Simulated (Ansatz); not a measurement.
H5AsSi, triplet, at the geometry of the source list (a higher spin typed on purpose: for a closed-shell molecule this is an excited state), with bond 4-1 at 2.4 times its length; CASSCF(2,4)/cc-pVDZ in Ansatz (a quantum-chemistry and plane-wave program).

Here is a job for Ansatz.
Ansatz 0.2 input:
```yaml
crystal:
  periodic: [false, false, false]
  atoms:
    - {symbol: Si, position_ang: [-0.82830000, 0.08170000, -0.09000000]}
    - {symbol: As, position_ang: [1.41170000, -0.16740000, -0.65830000]}
    - {symbol: H, position_ang: [-1.65920000, -0.68770000, -1.02620000]}
    - {symbol: H, position_ang: [-1.78062000, 3.46114000, -0.37296000]}
    - {symbol: H, position_ang: [-1.18180000, -0.35980000, 1.26670000]}
    - {symbol: H, position_ang: [1.63660000, -1.22870000, 0.38460000]}
    - {symbol: H, position_ang: [1.84620000, 0.87210000, 0.33100000]}
basis:
  gaussian:
    orbitals: cc-pVDZ
hamiltonian:
  xc: hf
correlation: {active_space: {window: {electrons: 2, orbitals: 4}}}
magnetization: {spin_polarized: false, initial_magnetization: 2}
```

The log (banner, timings and long lists left out):

```
Functional definition: HF
729 factors; integrals over basis functions are off by at most 1.1e-3 eV
mean field evaluation 1: about -68731.4850 eV, gradient 1.2e1 eV
mean field evaluation 2: about -68731.5130 eV, gradient 1.2e1 eV
mean field evaluation 4: about -68732.7122 eV, gradient 1.3e0 eV
mean field evaluation 8: about -68732.7367 eV, gradient 2.1e-1 eV
mean field evaluation 16: about -68728.6157 eV, gradient 5.9e0 eV
mean field -68732.73733981 eV, -2525.8815085152 hartree, gradient 3.1e-6 eV, S^2 2.000000; 1 other end points of the search recorded, 0 dependent functions left out
reference -68732.73733981 eV, -2525.8815085152 hartree; 27, 25 occupied and 43, 45 virtual orbitals, 729 factors
state -68732.73942530 eV, -2525.8815851555 hartree
Total energy: -68732.73942530 eV, -2525.8815851555 hartree
```
